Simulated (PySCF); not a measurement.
Compound: CH6N2Si2.
Atom-mapped SMILES: `[N:1]#[C:2][SiH2:3][NH:4][SiH3:5]` (hydrogens: H6, H7 on Si3; H8 on N4; H9, H10, H11 on Si5)

Method: PBE0-D3(BJ)/def2-SVP geometry optimisation, gas phase (PySCF); density fitting, grid level 1; the optimiser is geomeTRIC in internal coordinates, started from a GFN2-xTB structure with every atom displaced at random (about 0.01 Å).

Step 5: E = -19851.1334 eV
```
atom  x, y, z in Å  |  force x, y, z in eV/Å
N1      3.6424   -0.5642   -0.4240    0.020   0.019   0.010
C2      2.6307   -0.2815    0.0671   -0.001  -0.029   0.025
Si3     0.9687    0.1519    0.7891   -0.083  -0.022  -0.070
N4     -0.1502   -0.0290   -0.5208    0.105   0.009   0.094
Si5    -1.8944    0.0038   -0.4616   -0.061  -0.026  -0.003
H6      1.0869    1.5297    1.3455    0.029   0.011  -0.025
H7      0.6816   -0.7895    1.9050    0.000  -0.009  -0.007
H8      0.2823   -0.0497   -1.4411   -0.038   0.042  -0.027
H9     -2.4550   -0.9582   -1.4558    0.015  -0.006   0.005
H10    -2.4733    1.3543   -0.7447    0.011  -0.002  -0.003
H11    -2.2814   -0.3932    0.9254    0.003   0.012   0.001
```

Step 6: E = -19851.1374 eV
```
atom  x, y, z in Å  |  force x, y, z in eV/Å
N1      3.6120   -0.6361   -0.4345    0.015   0.046   0.057
C2      2.6263   -0.3090    0.0818   -0.047  -0.068  -0.044
Si3     0.9687    0.1713    0.7903   -0.007  -0.002  -0.043
N4     -0.1461    0.0270   -0.5260    0.085   0.000   0.094
Si5    -1.8911   -0.0110   -0.4627   -0.015  -0.026   0.001
H6      1.1317    1.5416    1.3536    0.017   0.013  -0.023
H7      0.6427   -0.7671    1.8972   -0.012  -0.010  -0.003
H8      0.2865    0.0582   -1.4459   -0.044   0.046  -0.033
H9     -2.4186   -1.0005   -1.4475    0.005  -0.009  -0.002
H10    -2.5221    1.3139   -0.7511    0.006   0.006  -0.008
H11    -2.2515   -0.4140    0.9290   -0.004   0.004   0.004
```

Step 7: E = -19851.1445 eV
```
atom  x, y, z in Å  |  force x, y, z in eV/Å
N1      3.5399   -0.7959   -0.4433    0.024   0.080   0.130
C2      2.6072   -0.3794    0.1073   -0.122  -0.118  -0.165
Si3     0.9715    0.2155    0.7881    0.140   0.014   0.041
N4     -0.1427    0.1526   -0.5295    0.010  -0.010   0.047
Si5    -1.8792   -0.0463   -0.4639    0.059  -0.020   0.008
H6      1.2407    1.5662    1.3581   -0.010   0.015  -0.023
H7      0.5603   -0.7071    1.8782   -0.030  -0.001   0.004
H8      0.2729    0.3057   -1.4455   -0.041   0.047  -0.022
H9     -2.3219   -1.0863   -1.4376   -0.015  -0.012  -0.009
H10    -2.6204    1.2169   -0.7608    0.001   0.016  -0.015
H11    -2.1898   -0.4674    0.9332   -0.017  -0.011   0.003
```

Step 8: E = -19851.1530 eV
```
atom  x, y, z in Å  |  force x, y, z in eV/Å
N1      3.4711   -0.9454   -0.4375    0.036   0.099   0.162
C2      2.5795   -0.4553    0.1212   -0.165  -0.140  -0.234
Si3     0.9809    0.2577    0.7827    0.229   0.001   0.121
N4     -0.1500    0.2673   -0.5163   -0.071   0.000  -0.029
Si5    -1.8654   -0.0830   -0.4658    0.115  -0.007   0.022
H6      1.3556    1.5892    1.3378   -0.035   0.019  -0.025
H7      0.5004   -0.6327    1.8700   -0.033   0.011   0.015
H8      0.2293    0.5411   -1.4203   -0.019   0.037  -0.003
H9     -2.2167   -1.1502   -1.4474   -0.029  -0.016  -0.010
H10    -2.6965    1.1209   -0.7662   -0.005   0.022  -0.020
H11    -2.1497   -0.5351    0.9261   -0.024  -0.026   0.002
```

Problem. Estimate the geometry and energy of step 9. (The exact step hangs on the optimiser's Hessian estimate; all steps are aligned on step 8, rigid shifts and turns removed.)

Solution. E = -19851.1752 eV, largest force 0.392 eV/Å
```
atom  x, y, z in Å  |  force x, y, z in eV/Å
N1      3.3272   -1.2189   -0.4064    0.054   0.075   0.141
C2      2.4958   -0.6116    0.1296   -0.186  -0.116  -0.243
Si3     1.0086    0.3335    0.7682    0.305  -0.056   0.241
N4     -0.1862    0.4689   -0.4531   -0.275   0.071  -0.221
Si5    -1.8269   -0.1568   -0.4762    0.174   0.030   0.021
H6      1.5846    1.6270    1.2312   -0.081   0.033  -0.023
H7      0.4373   -0.4511    1.8908    0.007   0.012   0.048
H8      0.0796    0.9740   -1.2969    0.058  -0.003   0.044
H9     -1.9913   -1.2220   -1.5089   -0.030  -0.023  -0.002
H10    -2.7956    0.9386   -0.7753   -0.015   0.018  -0.019
H11    -2.0946   -0.7072    0.8811   -0.010  -0.041   0.014
```

The energy changes by -0.0221 eV. The first-order estimate −F·Δx gives -0.0303 eV and the mean of the old and new forces, exact on a quadratic surface, -0.0178 eV. The step makes an angle of 86° with the force vector and moves no atom by more than 0.474 Å.

The cost below is that of the whole optimisation. Hardware: one thread, Intel Xeon 6975P-C (x86_64), no GPU, shared host with 192 logical CPUs at a one-minute load of 86. Cost: 67 s, 0.46 GiB resident at most.
